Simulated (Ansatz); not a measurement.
`[CH3][GeH2][Cl]` + `NC1(O)C=N1` → `CNC1(O)C=N1` + `[Cl][GeH3]`  (substitution at a C–Ge bond)

Isolated molecules relaxed with PBE0-D4/def2-TZVP in Ansatz; ΔE leaves out vibrations. CCSD(T)/CBS is the MP2 limit (def2-TZVPP, def2-QZVPP) plus CCSD(T) − MP2 in def2-TZVPP, frozen cores. Functionals use def2-TZVPP. B3LYP here is the variant with VWN-RPA as its local correlation; programs differ in this. For Ge outer-core shells are correlated without core-valence functions, which leaves a few kJ/mol of doubt a bond. Scalar relativity is left out up to krypton. One conformer a species, not always the lowest.

`[CH3][GeH2][Cl]`:

Z-matrix (Å, degrees):
```
C
Ge 1 1.940
H 1 1.090 2 109.8
H 1 1.090 2 109.8 3 120.0
H 1 1.092 2 109.9 3 -120.0
Cl 2 2.165 1 107.5 3 -59.9
H 2 1.536 1 112.8 3 56.8
H 2 1.536 1 112.8 3 -176.6
```

`NC1(O)C=N1`:

```xyz
9

N    -1.101    0.361   -0.752
C    -0.079    0.006    0.148
O    -0.635   -0.160    1.401
C     1.298    0.319   -0.056
N     1.038   -0.910   -0.234
H    -1.905   -0.243   -0.630
H    -0.783    0.323   -1.709
H    -0.011   -0.653    1.939
H     2.176    0.958   -0.108
```

`CNC1(O)C=N1`:

```xyz
12

C    -1.159    1.020   -0.589
N    -0.917   -0.298   -0.027
C     0.411   -0.523    0.366
O     0.769    0.224    1.489
C     1.398   -1.041   -0.531
N     0.967   -1.898    0.288
H    -0.557    1.141   -1.493
H    -2.208    1.095   -0.881
H    -0.924    1.846    0.093
H    -1.530   -0.469    0.762
H     1.600   -0.114    1.835
H     2.148   -0.983   -1.313
```

`[Cl][GeH3]`:

Z-matrix (Å, degrees):
```
Ge
Cl 1 2.155
H 1 1.532 2 107.1
H 1 1.532 2 107.1 3 -120.0
H 1 1.532 2 107.1 3 120.0
```

(1) Is it downhill or uphill in electronic energy at CCSD(T)/CBS, and by how much? (Best estimate.)

(2) What do these levels give: PBE-D4, PBE0-D4, B3LYP-D4, ωB97X-V, PBE0, B3LYP, HF/def2-TZVPP, MP2/def2-TZVPP, SCS-MP2/def2-TZVPP, HF/def2-QZVPP, SCS-MP2/def2-QZVPP, HF/CBS(def2)? (Estimate.)

Largest T1 diagnostic among the species: 0.012.

Answers

(1) The calculation gave: Uphill: ΔE = +73.7 kJ/mol.

(2) Computed: PBE-D4 69.8, PBE0-D4 70.1, B3LYP-D4 67.8, ωB97X-V 66.0, PBE0 70.8, B3LYP 68.7, HF/def2-TZVPP 64.8, MP2/def2-TZVPP 76.9, SCS-MP2/def2-TZVPP 71.9, HF/def2-QZVPP 64.2, SCS-MP2/def2-QZVPP 72.9, HF/CBS(def2) 64.1 kJ/mol.

In def2-TZVPP, CCSD(T) changes the Hartree–Fock value by +6.7 kJ/mol (the triples alone add +0.6 kJ/mol) and MP2 by +12.1 kJ/mol.
